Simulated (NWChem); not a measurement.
# C4H5, doublet; SMILES C=[C]C=C

```xyz
9

C     -0.1872    -1.8860     0.0000
C      0.1502    -0.6259     0.0000
C      0.5030     0.6806     0.0000
C     -0.3755     1.7643     0.0000
H     -0.3372    -2.4448    -0.9340
H     -0.3372    -2.4448     0.9340
H      1.5814     0.8910     0.0000
H     -1.4571     1.6144     0.0000
H      0.0070     2.7862     0.0000
```
Atoms are numbered in this order, from 1.

In the optimisation the excess spin sits in a" (Cs, its own frame). The geometry was optimised at PBE0/def2-SVP, spin-unrestricted. No stability test was run on the SCF state. B3LYP is NWChem's, with the RPA form of VWN correlation.

Symmetry labels are those of Cs in the frame above (b1 and b2, or b-type labels, depend on it).

Problem. List the 4 lowest vertical excitations from B3LYP/6-31G* (spherical d), spin-unrestricted, TDA (NWChem).

Solution. 
```csv
state,energy (eV),oscillator strength,symmetry of the excitation,<S²>
state 1,3.72,0.000,a',0.82
state 2,4.02,0.000,a',0.81
state 3,4.11,0.001,a",0.79
state 4,4.82,0.000,a",2.75
```
